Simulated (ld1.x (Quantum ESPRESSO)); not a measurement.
# Logarithmic derivatives: molybdenum (Mo), TM

molybdenum, norm-conserving Troullier–Martins (Kleinman–Bylander form), made with ld1.x (Quantum ESPRESSO) 7.5 (PBE, scalar-relativistic). Core [Kr], reference 4d4 5s2 5p0. Waves: 5p (bound, empty): rc 4.20 bohr; 4d (bound): rc 2.15 bohr; 5s (bound): rc 3.15 bohr. Local part: the s channel. Core correction: Bessel-smoothed model core inside 1.50 bohr.

The phase is arctan(r·u′/u) with u = r·R(r), unwrapped; energies in Ry, scanned from -2 to 5 Ry. A pole is an energy at which the radial function vanishes at the test radius. The pseudo phase is shifted by a multiple of π to meet the all-electron one at the reference energy, and phase errors are pseudo minus all-electron; the curves can meet again beyond the range given. Levels narrower than the energy grid can be missing from the lists of poles.

Problem. For each channel, where are the poles, and over which energies does the pseudopotential scatter like the atom?

Solution.

| channel | radius (bohr) | reference energy (Ry) | poles, all-electron | poles, pseudo | unbroken range about the reference energy with phases within 0.05 rad | phase error 1 Ry above the reference energy (rad) |
| --- | --- | --- | --- | --- | --- | --- |
| s | 4.57 | -0.36 | -0.12, 2.30 | -0.12, 2.01, 4.45 | below 0.6 | -0.051 |
| p | 4.57 | -0.11 | 0.38, 2.93 | 0.38, 2.66 | below 1.0 | -0.025 |
| d | 4.57 | -0.42 | -0.39, 1.35, 4.15 | -0.39, 1.49, 4.93 | below 0.3 | +0.137 |

Phases in the d channel:

| E (Ry) | all-electron | pseudo |
| --- | --- | --- |
| -2.00 | 1.416 | 1.416 |
| -1.52 | 1.393 | 1.393 |
| -1.04 | 1.354 | 1.354 |
| -0.56 | 1.217 | 1.218 |
| -0.08 | -1.914 | -1.910 |
| 0.40 | -2.865 | -2.744 |
| 0.88 | -4.504 | -4.457 |
| 1.36 | -4.714 | -4.682 |
| 1.84 | -4.836 | -4.784 |
| 2.32 | -5.111 | -4.903 |
| 2.80 | -7.312 | -5.358 |
| 3.28 | -7.718 | -7.430 |
| 3.76 | -7.810 | -7.712 |
| 4.24 | -7.863 | -7.793 |
| 4.72 | -7.911 | -7.838 |
